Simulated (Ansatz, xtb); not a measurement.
# CH3AlIn: 4 structures ranked

4 gas-phase structures of CH3AlIn, found in a search over its isomers (lower ones may exist). Each was relaxed with GFN2-xTB; where two conformers were screened, the lower at r2SCAN-D4/def2-SVP//GFN2-xTB is listed:

A. `[CH3][Al][In]`, a doublet
B. `[AlH][CH2][In]`, a doublet
C. a doublet given by its coordinates
D. `[AlH2][CH][In]`, a doublet

C (Å):

```xyz
6

C    -2.7557    0.0842    0.6631
Al   -2.4595    2.0229    0.6617
In   -2.7696    0.5230    3.1103
H    -3.6822   -0.2246    0.1442
H    -1.9396   -0.4941    0.1916
H    -2.2254    3.3376   -0.2684
```

Close contacts (Å): C1–Al2 1.96, C1–In3 2.49, Al2–In3 2.89, C1–H4 1.11, C1–H5 1.11, Al2–H6 1.63.

Problem. Estimate their order in r2SCAN-D4/def2-SVP//GFN2-xTB energy at these geometries, lowest first.

Solution. Calculated order at r2SCAN-D4/def2-SVP//GFN2-xTB: A (0.0), B (10.0), C (16.3), D (27.7) kcal/mol.

Energies above the lowest of each column, in kcal/mol:

```csv
structure,GFN2-xTB,HF/STO-3G,r2SCAN-D4/def2-SVP//GFN2-xTB
A,20.6,2.0,0.0
B,2.6,7.0,10.0
C,0.0,25.4,16.3
D,1.9,0.0,27.7
```

r2SCAN-D4/def2-SVP//GFN2-xTB puts A lowest; GFN2-xTB picks C, HF/STO-3G picks D. Flexible structures stand in one conformer each, not always the lowest. Frequencies (r2SCAN-D4/def2-SVP) were run for B alone. Open shells are spin-unrestricted, some with notable spin contamination. Atoms past krypton carry core potentials in the def2 sets, without spin–orbit terms.

Over these structures GFN2-xTB departs from r2SCAN-D4/def2-SVP//GFN2-xTB by 13.9 kcal/mol on average once a common shift is removed. A GFN2-xTB relaxation took about 0.23 s and the r2SCAN-D4/def2-SVP//GFN2-xTB energy about 4.2 s on a shared host (Ansatz 0.2.0, xtb 6.7.1).
